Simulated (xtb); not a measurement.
Job for xtb: GFN-FF on C6H14 (SMILES CCC(C)(C)C).

```
$ xtb mol.xyz --gfnff --sp --chrg 0 --uhf 0
20

C      2.12924068    -0.21990276     0.34380815
C      1.02036294     0.39849621    -0.50446723
C     -0.42988083     0.06333294    -0.09442926
C     -1.37507205     0.77851303    -1.06827980
C     -0.68230364    -1.44738759    -0.17649094
C     -0.71925130     0.55435391     1.32958872
H      3.10831809     0.08179607    -0.03282463
H      2.09537447    -1.31030968     0.32508956
H      2.06945091     0.09804688     1.38583653
H      1.13129918     1.48775429    -0.49445364
H      1.15672027     0.09032931    -1.54625144
H     -1.22763529     1.86053109    -1.03404607
H     -1.20199430     0.44903358    -2.09549239
H     -2.41945702     0.57419730    -0.82183806
H     -0.45960350    -1.82799277    -1.17633084
H     -0.07016283    -1.99934181     0.53808435
H     -1.72816606    -1.67424309     0.04214163
H     -0.52410735     1.62558638     1.42193982
H     -1.76594639     0.38172153     1.58981608
H     -0.10718600     0.03548517     2.06859945
```

Q: Give the final energy of this run.

A: -2.8580 hartree.
